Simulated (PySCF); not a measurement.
SCF from a fresh guess for doublet CoH₄, at the PBE0 minimum. PySCF input:

```python
from pyscf import gto, scf, dft
mol = gto.M(atom='''
Co    -0.000000     0.000000    -0.000000
H      0.429956    -0.000054     1.507478
H     -0.429956    -0.000030     1.507478
H      0.000012     0.429999    -1.507466
H     -0.000012    -0.429914    -1.507490''',
    basis={'Co': 'def2-TZVP', 'H': 'def2-TZVP'},
    charge=0, spin=1)
mf = dft.UKS(mol, xc='PBE0')
mf.grids.atom_grid = (50, 194)
aux = {'Co': 'def2-universal-JKFIT', 'H': 'def2-universal-JKFIT'}
mf = mf.density_fit(auxbasis=aux)
mf.conv_tol = 1e-08
mf.diis_space = 10
mf.max_cycle = 60
mf.init_guess = 'minao'
mf.verbose = 4
mf.kernel()
```

Excerpt of the output (cycles alone):

```
init E= -1383.8501703732
cycle= 1 E= -1368.07159104026  delta_E= 15.8  |g|= 5.56  |ddm|= 20.4
cycle= 2 E= -1357.25418504259  delta_E= 10.8  |g|= 10.4  |ddm|= 21.8
cycle= 3 E= -1375.1089610214  delta_E= -17.9  |g|= 6.51  |ddm|= 5.83
cycle= 4 E= -1378.11959574041  delta_E= -3.01  |g|= 5.52  |ddm|= 1.98
cycle= 5 E= -1379.03605870899  delta_E= -0.916  |g|= 5.03  |ddm|= 0.268
cycle= 6 E= -1381.78772169595  delta_E= -2.75  |g|= 3.44  |ddm|= 1.04
cycle= 7 E= -1384.38579022097  delta_E= -2.6  |g|= 1.36  |ddm|= 0.883
cycle= 8 E= -1384.38789911738  delta_E= -0.00211  |g|=  1.4  |ddm|= 0.231
cycle= 9 E= -1384.46629234356  delta_E= -0.0784  |g|= 1.23  |ddm|= 0.0661
cycle= 10 E= -1384.80792796171  delta_E= -0.342  |g|= 0.119  |ddm|= 0.441
cycle= 11 E= -1384.81248201521  delta_E= -0.00455  |g|= 0.0393  |ddm|= 0.129
cycle= 12 E= -1384.81310095576  delta_E= -0.000619  |g|= 0.00692  |ddm|= 0.0414
cycle= 13 E= -1384.81317359274  delta_E= -7.26e-05  |g|= 0.00553  |ddm|= 0.0152
cycle= 14 E= -1384.81323996441  delta_E= -6.64e-05  |g|= 0.00309  |ddm|= 0.0142
cycle= 15 E= -1384.81325325069  delta_E= -1.33e-05  |g|= 0.00319  |ddm|= 0.00274
cycle= 16 E= -1384.81312359585  delta_E= 0.00013  |g|= 0.00214  |ddm|= 0.0371
cycle= 17 E= -1384.81310556387  delta_E= 1.8e-05  |g|= 0.000829  |ddm|= 0.02
cycle= 18 E= -1384.81310717776  delta_E= -1.61e-06  |g|= 0.000452  |ddm|= 0.0121
cycle= 19 E= -1384.81310733599  delta_E= -1.58e-07  |g|= 0.000201  |ddm|= 0.00137
cycle= 20 E= -1384.81310736855  delta_E= -3.26e-08  |g|= 4.61e-05  |ddm|= 0.000684
cycle= 21 E= -1384.81310737323  delta_E= -4.69e-09  |g|= 1.81e-05  |ddm|= 0.000222
Extra cycle  E= -1384.81310737453  delta_E= -1.3e-09  |g|= 1.82e-05  |ddm|= 8.2e-05
converged SCF energy = -1384.81310737453  <S^2> = 0.75731907  2S+1 = 2.0073057
```

This is not the lowest solution: another start and a stability analysis within the same unrestricted form found one 86.8 kJ/mol lower, at -1384.84615 Eh.

With open d or f shells other occupations or spin states may lie lower.

The search for the lowest solution, 3 starts and the stability check together, took 30 s on 2 threads of a shared Arm Neoverse N1 host, with 69 basis functions; the process peaked at 0.42 GiB. Launch command: `OMP_NUM_THREADS=2 python axn.py task.json out`.
